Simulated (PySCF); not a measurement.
SbTe: frontier orbitals

PBE at R = 2.553 Å; basis Sb def2-SVP with ECP28, Te def2-SVP with ECP28; scalar-relativistic core potentials; PySCF 2.14. State: ²Π (doublet), unpaired electrons π ↑. Only the outer orbitals are listed, counted within each symmetry, core potentials removing the inner ones.

```json
{"spin": "α", "orbital": "7σ", "occ.": "1", "ε (eV)": "-15.96", "on Sb (%)": "30", "main shells (%)": "68 Te s, 26 Sb s"}
{"spin": "α", "orbital": "8σ", "occ.": "1", "ε (eV)": "-12.63", "on Sb (%)": "67", "main shells (%)": "66 Sb s, 27 Te s"}
{"spin": "α", "orbital": "9σ", "occ.": "1", "ε (eV)": "-7.13", "on Sb (%)": "47", "main shells (%)": "50 Te p, 42 Sb p"}
{"spin": "α", "orbital": "5π", "occ.": "1", "ε (eV)": "-6.50", "on Sb (%)": "39", "main shells (%)": "60 Te p, 38 Sb p"}
{"spin": "α", "orbital": "5π", "occ.": "1", "ε (eV)": "-6.37", "on Sb (%)": "41", "main shells (%)": "59 Te p, 40 Sb p"}
{"spin": "α", "orbital": "6π", "occ.": "1", "ε (eV)": "-4.28", "on Sb (%)": "59", "main shells (%)": "59 Sb p, 40 Te p"}
{"spin": "α", "orbital": "6π", "occ.": "0", "ε (eV)": "-4.32", "on Sb (%)": "61", "main shells (%)": "61 Sb p, 38 Te p"}
{"spin": "α", "orbital": "10σ", "occ.": "0", "ε (eV)": "-1.36", "on Sb (%)": "60", "main shells (%)": "57 Sb p, 40 Te p"}
{"spin": "α", "orbital": "11σ", "occ.": "0", "ε (eV)": "3.40", "on Sb (%)": "82", "main shells (%)": "65 Sb s, 10 Te d, 10 Te s"}
{"spin": "β", "orbital": "7σ", "occ.": "1", "ε (eV)": "-15.79", "on Sb (%)": "27", "main shells (%)": "71 Te s, 23 Sb s"}
{"spin": "β", "orbital": "8σ", "occ.": "1", "ε (eV)": "-12.24", "on Sb (%)": "69", "main shells (%)": "68 Sb s, 25 Te s"}
{"spin": "β", "orbital": "9σ", "occ.": "1", "ε (eV)": "-6.95", "on Sb (%)": "47", "main shells (%)": "50 Te p, 40 Sb p"}
{"spin": "β", "orbital": "5π", "occ.": "1", "ε (eV)": "-6.39", "on Sb (%)": "33", "main shells (%)": "66 Te p, 32 Sb p"}
{"spin": "β", "orbital": "5π", "occ.": "1", "ε (eV)": "-5.89", "on Sb (%)": "30", "main shells (%)": "69 Te p, 29 Sb p"}
{"spin": "β", "orbital": "6π", "occ.": "0", "ε (eV)": "-4.09", "on Sb (%)": "67", "main shells (%)": "67 Sb p, 32 Te p"}
{"spin": "β", "orbital": "6π", "occ.": "0", "ε (eV)": "-3.48", "on Sb (%)": "70", "main shells (%)": "70 Sb p, 29 Te p"}
{"spin": "β", "orbital": "10σ", "occ.": "0", "ε (eV)": "-1.16", "on Sb (%)": "61", "main shells (%)": "58 Sb p, 39 Te p"}
```

Task: Which are the highest filled and the lowest empty level, where do they sit, and how wide is the gap?

Result: Highest filled α 6π at -4.28 eV (in %: 59 Sb p, 40 Te p); lowest empty α 6π at -4.32 eV (in %: 61 Sb p, 38 Te p); the gap at PBE is -0.04 eV. Both belong to one degenerate shell, split only by its one-sided filling, so this is no excitation gap.

```json
{"bond order (Mayer)": "2.32", "⟨S²⟩": "0.755", "charge on Sb (Mulliken, basis-dependent)": "0.11", "charge on Sb (Löwdin, basis-dependent)": "0.05", "dipole moment (positive dipole means Sb(−)Te(+))": "-0.99 D", "polarisability along the bond": "117.5 bohr³", "polarisability across the bond": "40.7 bohr³"}
```

Spin–orbit coupling is left out. The state is the lowest determinant that a PBE0 search found; another state may lie lower at other levels.
